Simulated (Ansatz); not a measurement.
Basis-set extrapolation for ClH3OS2Si, SMILES `O[Si](S)(S)Cl` (PBE0-D4/def2-TZVP geometry, frozen core, Ansatz). Multiplicity 1, RHF reference.

|  | def2-TZVPP | def2-QZVPP |
| --- | --- | --- |
| HF | -1620.369087 | -1620.416954 |
| MP2 correlation | -0.898978 | -0.981115 |
| CCSD(T) correlation | -0.994036 | not run |

Energies in hartree. Use E(X) = E(∞) + A·exp(−7.88·√X) for Hartree–Fock and E(X) = E(∞) + B·X^(−2.97) for correlation, with X = 3 and 4, and add CCSD(T) minus MP2 of the smaller set to the MP2 limit.

Problem. What is the CCSD(T) energy at the basis-set limit?

Solution. HF limit: -1620.416954 + (-0.047867) × 0.13774 = -1620.42355. MP2 limit: -0.981115 + (-0.082137) × 0.74074 = -1.04196. Higher-order term: -0.994036 − (-0.898978) = -0.09506. Total: -1621.56057 hartree, 123.9 kcal/mol below CCSD(T)/def2-TZVPP.
